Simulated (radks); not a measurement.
Results of a calculation; reference values are marked as such.
Coulomb parameter of the 4d shell of the silver ion Ag2+ in the model configuration [Kr] 4d8 5s1, as a second difference U = [E(n + 1) + E(n - 1) - 2 E(n)] / (1)^2 with all orbitals relaxed. "Bare": the charge of the atom changes with n. "Screened": the 5s shell takes up the change at fixed total charge, which measures U(4d,4d) + U(5s,5s) - 2 U(4d,5s). Code: a radial shooting solver on a logarithmic mesh with Libxc functionals. Model: scalar-relativistic Kohn-Sham, PBE, spin-unpolarised, spherical densities, finite nucleus; Fermi nuclear charge, rms radius 4.5454 fm.

start: configuration [Kr] 4d8 5s1; E - E(n) (eV) 0.000
bare +1: configuration [Kr] 4d9 5s1; E - E(n) (eV) -25.971
bare -1: configuration [Kr] 4d7 5s1; E - E(n) (eV) 40.478
screened +1: configuration [Kr] 4d9; E - E(n) (eV) -9.252
screened -1: configuration [Kr] 4d7 5s2; E - E(n) (eV) 11.685

U(bare) = 14.507 eV, U(screened by 5s) = 2.433 eV, against the Slater integral F0(4d,4d) = 19.462 eV with frozen orbitals.
